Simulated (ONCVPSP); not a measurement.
## platinum (Pt): excitation energies, all-electron against ONCV

platinum, optimised norm-conserving Vanderbilt (ONCV), made with ONCVPSP 4.0.1 (PBE, scalar-relativistic). Core [Kr] 4d10 4f14, reference 5s2 5p6 5d9 6s1. Waves: 5s+6s: rc 1.60 bohr, ncon 4, nbas 7, qcut 9.8 1/bohr, 2 projectors; 5p: rc 1.05 bohr, ncon 4, nbas 7, qcut 8.6 1/bohr, 3 projectors, debl 1.9 Ha; 5d: rc 2.30 bohr, ncon 4, nbas 8, qcut 5.6 1/bohr, 2 projectors, debl 3.7 Ha. Local part: polynomial inside 1.00 bohr (lpopt 5, dvloc0 2 Ha). Core correction: Teter function, fcfact 5, rcfact 1.65.

In the p channel the program set the typed energies aside and used -2.059, 0.250, 2.150 Ha.

Energies are relative to the spin-unpolarised reference configuration 5s2 5p6 5d9 6s1; without spin polarisation the order of configurations can differ from experiment.

Q: Give the all-electron excitation energy and the error of the potential for: 5s2 5p6 5d9 6s0; 5s2 5p6 5d8 6s0; 5s2 5p6 5d7 6s0; 5s2 5p6 5d6 6s0.

A:

```json
{"valence configuration": "5s2 5p6 5d9 6s0", "charge": "+1", "ΔE all-electron (eV)": "9.194", "error AE − PS (meV)": "-5.3"}
{"valence configuration": "5s2 5p6 5d8 6s0", "charge": "+2", "ΔE all-electron (eV)": "29.160", "error AE − PS (meV)": "-16"}
{"valence configuration": "5s2 5p6 5d7 6s0", "charge": "+3", "ΔE all-electron (eV)": "61.377", "error AE − PS (meV)": "-9.9"}
{"valence configuration": "5s2 5p6 5d6 6s0", "charge": "+4", "ΔE all-electron (eV)": "107.030", "error AE − PS (meV)": "+49"}
```

Levels in the configuration 5s2 5p6 5d9 6s0:

| level | all-electron (eV) | pseudo (eV) |
| --- | --- | --- |
| 5s | -110.053 | -110.107 |
| 5p | -64.305 | -64.325 |
| 5d | -14.304 | -14.315 |

Note: ghosts flagged at negative energy: p at -430.2 eV; GHOST(+) flagged for s at 108.7 eV, d at 293.9 eV. A true bound ghost makes a file unfit for plane-wave use.
